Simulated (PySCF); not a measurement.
C7H4N6, SMILES C1=CC2=NC=NC3=NC=NC(=N1)N23.

Coordinates come from a B3LYP-D3(BJ)/def2-SVP optimisation.

Method: SMD-PBE0/6-31G* (PySCF).

Solvation free energies are E(SMD) − E(gas) at the gas-phase geometry, for 1 M in both phases. In vacuum the dipole moment is 2.61 D.

Computed solvation free energies in water, chlorobenzene, methanol:
```
solvent        ΔG(solv) (kcal/mol)  its non-electrostatic (CDS) part  dipole (D)
-------------  -------------------  --------------------------------  ----------
water                        -18.4                              -3.9        3.78
chlorobenzene                -23.8                             -13.1        3.47
methanol                     -18.1                              -4.1        3.74
```
